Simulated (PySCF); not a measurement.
C3H14NOPSi2.
Structure used (PBE0-D3(BJ)/def2-SVP), in Å, numbered top down from 1:
```
atom  x, y, z in Å
C1    -1.7303   -1.5785    1.4369
C2    -1.3606   -0.6600    0.2806
P3    -0.0508    0.5039    0.7659
C4     0.3012    1.5206   -0.6868
O5    -0.3691    1.2855    2.0074
N6     1.3377   -0.4116    1.0864
Si7    1.9004   -0.1731    2.7597
Si8    2.1417   -1.5438    0.0141
H9    -2.0067   -0.9841    2.3197
H10   -2.5767   -2.2288    1.1728
H11   -0.8828   -2.2216    1.7192
H12   -2.2209   -0.0400   -0.0233
H13   -1.0378   -1.2228   -0.6115
H14    0.6168    0.9146   -1.5482
H15   -0.5989    2.0939   -0.9518
H16    1.1007    2.2247   -0.4155
H17    2.3665    1.2130    3.0277
H18    3.0911   -1.0851    2.8204
H19    0.9179   -0.6356    3.7757
H20    3.5775   -1.1845   -0.1762
H21    2.0582   -2.9432    0.5294
H22    1.4466   -1.4808   -1.3082
```

The closed-shell ground state was solved at several levels (PySCF, density fitting, gas phase, non-relativistic).

```csv
level,basis functions,total energy (Eh),HOMO (eV),LUMO (eV),gap (eV),dipole (D)
PBE0/pcSseg-1,227,-1172.4092,-7.61,0.09,7.70,3.62
B3LYP/pcSseg-1,227,-1173.1513,-7.37,-0.07,7.30,3.59
```

**Question.** Estimate the row for CAM-B3LYP/def2-SVPD, a basis of 287 functions; the other rows only guide the guess.

**Answer.** Total energy -1172.5792 Eh, HOMO -8.97 eV, LUMO 0.81 eV, gap 9.78 eV, dipole 3.85 D.

**Question.** Over all these levels, which gives the widest orbital gap and which the narrowest?

**Answer.** CAM-B3LYP/def2-SVPD (range-separated hybrid) has the widest, 9.78 eV, and B3LYP/pcSseg-1 (global hybrid, 20 % exact exchange) the narrowest, 7.30 eV. Functional and basis both differ between the two, so the spread mixes both effects.

**Question.** How far do the dipole and the HOMO energy spread over the levels?

**Answer.** The dipole runs from 3.59 to 3.85 D (mean 3.69 D) and the HOMO from -8.97 to -7.37 eV.

One conformer stands for the species.
